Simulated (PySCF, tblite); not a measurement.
Isomers of C5H14AlN. Computed values, GFN2-xTB/tblite, gas phase, harmonic and unscaled. The method is semi-empirical: single wavenumbers can be off by several per cent or more. Modes of hydrogen on aluminium can be 10 to 20 % off. One conformer each.

Electronic energies: PBE0-D3(BJ)/def2-SVP at its own geometries (PySCF, gas phase).

```
                 SMILES  electronic energy, lowest = 0 (kcal/mol)
    CC[CH2][AlH][N](C)C                                       0.0
C[N@@H+]([AlH3-])C1CCC1                                      23.2
  C=CC[N+](C)(C)[AlH3-]                                      33.4
```

Task: How do GFN2-xTB zero-point energies change the relative energies?

Result: 
```csv
SMILES,ZPE (kcal/mol),of it from modes above 1550 cm⁻¹,electronic (kcal/mol),"with ZPE, lowest = 0 (kcal/mol)",lowest mode (cm⁻¹),rings
CC[CH2][AlH][N](C)C,111.0,57.1,0.0,0.0,35,0
C[N@@H+]([AlH3-])C1CCC1,109.2,54.8,23.2,21.3,27,1
C=CC[N+](C)(C)[AlH3-],107.1,56.8,33.4,29.5,40,0
```

The zero-point energies span 3.9 kcal/mol, from `C=CC[N+](C)(C)[AlH3-]` to `CC[CH2][AlH][N](C)C`. The order is unchanged.

Task: And how do the electronic energies of GFN2-xTB itself compare?

Result: `CC[CH2][AlH][N](C)C` 13.9; `C[N@@H+]([AlH3-])C1CCC1` 0.0; `C=CC[N+](C)(C)[AlH3-]` 10.1 kcal/mol, lowest = 0. Against the energies above, taken from the same isomer `CC[CH2][AlH][N](C)C`, the largest difference is 37.2 kcal/mol. The two levels were optimised apart and needn't hold the same conformer.

Task: What do entropy and thermal enthalpy add at 298.15 K and 1 bar (rigid rotor, harmonic oscillator, one conformer each)?

Result: 
| SMILES | point group | symmetry number | S (cal/(mol K)) | H − H(0) (kcal/mol) | ZPE + H − H(0) − TS (kcal/mol) |
| --- | --- | --- | --- | --- | --- |
| CC[CH2][AlH][N](C)C | C1 | 1 | 106.7 | 7.81 | 87.1 |
| C[N@@H+]([AlH3-])C1CCC1 | C1 | 1 | 99.0 | 6.92 | 86.6 |
| C=CC[N+](C)(C)[AlH3-] | C1 | 1 | 100.8 | 7.44 | 84.5 |
